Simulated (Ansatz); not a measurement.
`OC[SiH](F)CF` + `N=CF` → `F/C=N\CF` + `OC[SiH2]F`  (substitution at a C–Si bond)

Calculated with Ansatz (gas phase, PBE0-D4/def2-TZVP geometries, no zero-point term in ΔE). CCSD(T)/CBS is the MP2 limit (def2-TZVPP, def2-QZVPP) plus CCSD(T) − MP2 in def2-TZVPP, frozen cores. This one scheme is used for every species. Functionals use def2-TZVPP. B3LYP here is the variant with VWN-RPA as its local correlation; programs differ in this. HSE06 is defined as in plane-wave codes. One conformer a species, not always the lowest.

`OC[SiH](F)CF`:

Cartesian coordinates in Å:
```
O -1.427 -1.278 0.775
C -0.005 -1.210 0.787
Si 0.604 -0.077 -0.578
F -0.082 -0.594 -1.939
C 0.002 1.686 -0.297
F 0.649 2.179 0.837
H -1.705 -1.654 -0.066
H 0.282 -0.796 1.758
H 0.452 -2.208 0.729
H 2.078 -0.112 -0.749
H -1.077 1.717 -0.118
H 0.228 2.349 -1.139
```

`N=CF`:

Cartesian coordinates in Å:
```
N 0.679 -0.671 0.031
C -0.258 0.137 0.135
F -1.076 0.076 1.180
H 1.209 -0.495 -0.818
H -0.555 0.952 -0.528
```

`F/C=N\CF`:

```xyz
8

F    -1.673   -0.988    0.218
C    -0.776   -0.778   -0.749
N     0.252   -0.090   -0.668
C     0.736    0.636    0.438
F    -0.028    0.579    1.585
H    -1.059   -1.301   -1.658
H     0.816    1.688    0.147
H     1.731    0.255    0.687
```

`OC[SiH2]F`:

```xyz
9

O     1.126   -1.328    0.044
C     0.359   -0.396   -0.706
Si   -0.477    0.861    0.409
F    -1.324    0.013    1.482
H     0.544   -1.766    0.671
H    -0.376   -0.900   -1.351
H     1.055    0.116   -1.378
H    -1.417    1.736   -0.337
H     0.511    1.665    1.167
```

Question: Is it downhill or uphill in electronic energy at CCSD(T)/CBS, and by how much? (An estimate is asked.)

Answer: Computed: Uphill: ΔE = +31.2 kJ/mol.

Question: What do these levels give: PBE-D4, B3LYP-D4, HSE06-D4, CAM-B3LYP-D4, B2PLYP, revPBE, r2SCAN0, LC-ωPBE, RPA@PBE/def2-TZVPP, CCSD/def2-SVP, HF/def2-TZVPP, MP2/def2-TZVPP? (Best estimate.)

Answer: The calculation gave: PBE-D4 24.4, B3LYP-D4 26.2, HSE06-D4 25.6, CAM-B3LYP-D4 25.5, B2PLYP 25.2, revPBE 24.4, r2SCAN0 24.9, LC-ωPBE 28.3, RPA@PBE/def2-TZVPP 27.9, CCSD/def2-SVP 12.7, HF/def2-TZVPP 21.7, MP2/def2-TZVPP 27.5 kJ/mol.

Largest T1 diagnostic among the species: 0.013.

At CCSD(T), def2-SVP lies −19.5 kJ/mol from the extrapolated value and def2-TZVPP −3.2 kJ/mol. In def2-TZVPP, CCSD(T) changes the Hartree–Fock value by +6.2 kJ/mol (the triples alone add −0.5 kJ/mol) and MP2 by +5.8 kJ/mol. Leaving LDA and LC-ωPBE aside and taking each functional with its dispersion term where it has one, the values, not all of them listed here, spread over 7.0 kJ/mol, from PBE-D4 to ωB97M-V. LDA lies −7.4 kJ/mol from PBE without D4.
